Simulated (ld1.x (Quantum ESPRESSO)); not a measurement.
Before and after: TM potential for rhenium

Re (Z = 75), norm-conserving Troullier–Martins (Kleinman–Bylander form), made with ld1.x (Quantum ESPRESSO) 7.5 (PBE, fully relativistic). Core [Xe] 4f14, reference 5d5 6s0.5 6p0 (charge +1.5). Waves: 6p (bound, empty): rc 2.25 bohr; 5d (bound): rc 1.35 bohr; 6s (bound): rc 2.25 bohr. Local part: the s channel. Core correction: a·sin(br)/r model core inside 1.35 bohr.

Open shells are filled in proportion to 2j + 1 (rel_dist='average').

All-electron outer shells of the reference configuration (PBE, scalar-relativistic, ld1.x):

```json
{"shell": "4f", "level (eV)": "-54.37", "outermost node (bohr)": "–", "outermost maximum (bohr)": "0.41"}
{"shell": "5d", "level (eV)": "-17.08", "outermost node (bohr)": "0.62", "outermost maximum (bohr)": "1.41"}
{"shell": "6s", "level (eV)": "-16.30", "outermost node (bohr)": "1.24", "outermost maximum (bohr)": "2.45"}
{"shell": "6p", "level (eV)": "-10.10", "outermost node (bohr)": "1.47", "outermost maximum (bohr)": "3.10"}
```

Change: core correction none.

Cutoffs: the cutoffs (Ry, on a coarse ladder) from which the occupation-weighted sum of valence levels, in a spherical-Bessel basis at the reference potential, stays within 10 and 1 mRy of its value at 400 Ry; they do not see the model core or the augmentation charge, which bear on the density cutoff. Errors are all-electron minus pseudo energies relative to the spin-unpolarised reference configuration.

**Question.** How do hardness, ghosts and transferability respond?

**Answer.** The potential gets neither clearly harder nor softer (35 Ry and 55 Ry → 35 Ry and 55 Ry); both files keep a bound ghost (p); of the 7 tests that both files solve, the error grows in 5 and shrinks in 2 by more than 15 % and 0.3 meV (median size 15.6 → 32.4 meV).

| quantity | base | changed |
| --- | --- | --- |
| cutoff, loose | 35 Ry | 35 Ry |
| cutoff, tight | 55 Ry | 55 Ry |
| bound ghosts | p3/2 | p3/2 |
| error for 5d5 6s2 6p0, meV [ΔE -16.49 eV] | -20 | +49 |
| error for 5d5 6s1 6p0, meV [ΔE -7.24 eV] | -2.9 | +8.9 |
| error for 5d5 6s0 6p0, meV [ΔE 9.09 eV] | -4.2 | +14 |
| error for 5d6 6s0 6p0, meV [ΔE -7.09 eV] | -73 | -48 |
| error for 5d4 6s0 6p0, meV [ΔE 36.20 eV] | -152 | -12 |
| error for 5d5 6s1 6p1, meV [ΔE -11.75 eV] | -4.2 | +35 |
| error for 5d5.5 6s1.5 6p0, meV [ΔE -16.12 eV] | -16 | +32 |
| s: phases at 2.46 bohr within 0.05 rad from the reference energy up to (Ry; the scan ends near 5) | 1.6 | 1.6 |
| p1/2: phases at 2.46 bohr within 0.05 rad from the reference energy up to (Ry; the scan ends near 5) | 0.0 | 0.0 |
| p3/2: phases at 2.46 bohr within 0.05 rad from the reference energy up to (Ry; the scan ends near 5) | -0.1 | -0.1 |
| d3/2: phases at 2.46 bohr within 0.05 rad from the reference energy up to (Ry; the scan ends near 5) | 0.7 | 0.7 |
| d5/2: phases at 2.46 bohr within 0.05 rad from the reference energy up to (Ry; the scan ends near 5) | 0.9 | 0.9 |

 A true bound ghost makes a file unfit for plane-wave use even where its test errors are small: the radial tests pick states by their node count and pass the ghost by.
